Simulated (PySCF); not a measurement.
# How the method changes the shape and vibrations of B2H3NSi

These are calculations, not measurements. The program is PySCF 2.14.0, an open-source quantum chemistry code, run on an isolated molecule that a program drew, which may never have been made. The molecule is B2H3NSi (charge 0, singlet), drawn as the SMILES string `BB=N[SiH]`.

The geometry was optimised and harmonic frequencies were computed with HF and MP2, all in the cc-pV(D+d)Z basis, for the commonest isotopes, with a restricted reference for singlets and an unrestricted one otherwise, and a frozen core in MP2. Each result is a local minimum of its method.

Geometry at the HF minimum:
```xyz
7
B2H3NSi, angstrom
B     0.6066   -1.3826   -2.8519
B     0.5454   -1.0845   -1.1916
N     0.4941   -0.8728    0.0444
Si    0.5348   -0.3809    1.6805
H    -0.2716   -1.0012   -3.5682
H     1.5281   -1.9786   -3.3267
H    -0.1951   -1.5801    2.2713
```

Lengths of the bonds as drawn, in Å (atoms numbered as above):
| bond | HF | MP2 |
|---|---|---|
| B1-B2 | 1.688 | 1.674 |
| B2-N3 | 1.255 | 1.287 |
| N3-Si4 | 1.709 | 1.735 |
| B1-H5 | 1.196 | 1.204 |
| B1-H6 | 1.196 | 1.204 |
| Si4-H7 | 1.523 | 1.524 |

Rotational constants, in GHz:
```
constant     HF    MP2
       A  114.2  111.7
       B  2.246  2.201
       C  2.245  2.199
```

Harmonic frequencies in cm^-1, each column in rising order, so a row needn't be the same motion in every method:
```
rank    HF   MP2
   1   105    95
   2   130   121
   3   215   266
   4   338   300
   5   358   307
   6   553   523
   7   821   776
   8   924   867
   9   938   901
  10  1009   971
  11  1275     ?
  12  2033  1849
  13  2090  2078
  14  2708  2647
  15  2789  2734
```

**Estimate the missing MP2 frequency from the HF column.**

A single factor s that minimises the squared misfit of MP2 against s times HF over the other rows is sum(HF x MP2) / sum(HF^2) = 0.9668, with an rms misfit of 43 cm^-1. For rank 11 it gives 0.9668 x 1275 = 1233 cm^-1. The calculation gives 1218 cm^-1, 15 cm^-1 below the estimate. The drawn bonds are on average 0.8 % longer in MP2 than in HF.
